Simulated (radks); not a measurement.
Spherical jellium clusters: N electrons in a uniform positive sphere of charge N and radius rs N^(1/3), rs = 4.35 bohr. Method: non-relativistic Kohn-Sham, LDA (Slater exchange, Perdew-Wang correlation), spin-polarised, spherical densities; computed with a radial shooting solver with Libxc functionals. Levels are named by radial order and angular momentum (1s, 1p, 1d, 2s, ...), and open shells are averaged over m.

N = 22, configuration 1s2 1p6 1d10 2s2 1f(up 2, down 0). This is the lowest configuration that the search found. Occupied and some empty levels:

level    occupation  eigenvalue (eV)  <r> (bohr)
1s up             1          -4.6301       7.822
1s down           1          -4.5549       7.670
1p up             3          -4.0570       8.990
1p down           3          -3.9576       8.922
1d up             5          -3.2874       9.840
1d down           5          -3.1758       9.821
2s up             1          -2.7559       7.852
2s down           1          -2.7048       7.932
1f up             2          -2.3642       10.60
1f down           0          -2.2488       10.62
2p up             0          -1.7125       9.700
2p down           0          -1.6581       9.745
1g up             0          -1.3271       11.39
1g down           0          -1.2153       11.45
2d up             0         -0.76215       12.12
2d down           0         -0.70936       12.25

Energy (eV): total -41.0600, kinetic 32.782, external -1283.4, Hartree 636.01, exchange-correlation -74.797, background 648.31.
